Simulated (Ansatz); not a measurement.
TaSi6⁺ (the lowest singlet isomer of a short search), 7 atoms. Hardware: 4 threads of Arm Neoverse V2 on a shared host.

In the def2 sets Ta takes a core potential; there is no spin–orbit coupling. Correlated methods freeze 30 core orbitals; core or outer-core shells of Ta are correlated, in sets that lack core-valence functions.

Question: How many basis functions does each of these Ansatz runs have, and roughly what does it cost? CCSD(T)/def2-SVP, charge 1 singlet, energy, from earlier orbitals; B2PLYP/def2-TZVP, charge 1 singlet, energy, from earlier orbitals; PBE-D4/def2-SVP, charge 1 singlet, relaxation, 9 steps; PBE-D4/def2-TZVP, charge 1 singlet, energy and forces, from earlier orbitals; PBE-D4/def2-SVP, charge 1 singlet, energy, from earlier orbitals; PBE0-D4/def2-TZVP, charge 1 singlet, energy, from earlier orbitals; MP2/def2-TZVP, charge 1 singlet, energy, from earlier orbitals; LC-ωPBE/def2-TZVP, charge 1 singlet, energy, from earlier orbitals; PBE0-D4/def2-SVP, charge 1 singlet, energy, from earlier orbitals; ωB97M-V/def2-TZVP, charge 1 singlet, energy, from earlier orbitals; r2SCAN-D4/def2-TZVP, charge 1 singlet, energy, from earlier orbitals.

Answer: Other jobs shared the machine, so times can vary by a factor of up to 3. A dash marks memory too small to be measured apart from the calling script's.

```tsv
run	functions	fitting or Cholesky vectors	wall time	peak host memory (GiB)
PBE-D4/def2-SVP, charge 1 singlet, energy, from earlier orbitals	140	1480	2.7 s	–
PBE0-D4/def2-SVP, charge 1 singlet, energy, from earlier orbitals	140	1313	3.7 s	–
PBE-D4/def2-TZVP, charge 1 singlet, energy and forces, from earlier orbitals	262	1849	6.5 s	–
LC-ωPBE/def2-TZVP, charge 1 singlet, energy, from earlier orbitals	262	1849	8.5 s	0.83
MP2/def2-TZVP, charge 1 singlet, energy, from earlier orbitals	262	1708	9 s	0.89
PBE0-D4/def2-TZVP, charge 1 singlet, energy, from earlier orbitals	262	2016	12 s	1.2
r2SCAN-D4/def2-TZVP, charge 1 singlet, energy, from earlier orbitals	262	1849	13 s	0.57
B2PLYP/def2-TZVP, charge 1 singlet, energy, from earlier orbitals	262	1708	17 s	0.96
CCSD(T)/def2-SVP, charge 1 singlet, energy, from earlier orbitals	140	1313	19 s	0.79
PBE-D4/def2-SVP, charge 1 singlet, relaxation, 9 steps	140	1480	19 s	–
ωB97M-V/def2-TZVP, charge 1 singlet, energy, from earlier orbitals	262	1858	28 s	1.3
```
